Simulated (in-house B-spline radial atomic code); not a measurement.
Values are calculated unless marked as measured or tabulated.
## Two electrons in InAs: a Gaussian well −V exp(−r²/w²) with V = 32.2 meV and w = 82.6 nm

For InAs the NSM archive of the Ioffe Institute lists m* = 0.023 m0 and ε = 15.15. In so narrow a gap the band flattens within tens of meV, so real spacings are smaller, by up to some tenths.

Effective-mass model with parabolic bands, a uniform dielectric constant, no image charges, no central-cell or spin-orbit terms. Two-electron levels come from full CI in B-splines with partial waves to l = 5 (up to 0.001 effective hartree above the limit).

Q: What are the effective units, and what is the potential in them?

A: Ha* = 27211.386 meV × 0.023/15.15² = 2.727 meV and a* = 0.0529177 nm × 15.15/0.023 = 34.86 nm. V = 11.8 Ha* and w = 2.37 a*.

In these units the lowest s and p orbitals lie at -8.8954 and -7.0794, and their Coulomb and exchange integrals are J_ss = 1.0811, J_sp = 0.8832 and K_sp = 0.1727. Full CI gives -16.7818 for the ground singlet, -15.2824 for the sp triplet, -14.9909 for the sp singlet and -13.7400 for the lowest triplet of two s orbitals.

Q: What does it cost to add the second electron, to first order and exactly?

A: To first order E = 2ε_s + J_ss = -16.7098, so the charging energy E(2) − 2E(1) is J_ss = 2.948 meV. CI gives -16.7818 − 2 × (-8.8954) = 1.0090, or 2.751 meV: relaxation and correlation lower it by 0.1966 meV, 6.7 % of J_ss. The s² configuration of one-electron orbitals holds 98.4 % of the state, and the mean radius is 30.7 nm. The second electron is bound by ε_s − E = 21.5 meV, against 24.26 meV for the first.

Q: How far above the singlet do the triplets lie?

A: To first order the sp triplet lies at ε_s + ε_p + J_sp − K_sp = -15.2643, which is 3.941 meV above 2ε_s + J_ss. CI gives -15.2824 − (-16.7818) = 1.4994, or 4.089 meV, 83 % of the orbital spacing of 4.952 meV. The ss triplet lies 8.295 meV up, so the lower of the two is the sp one, and its gap equals k_BT at 47.4 K. The sp singlet-triplet splitting is 0.7948 meV, against 2K_sp = 0.942 meV.
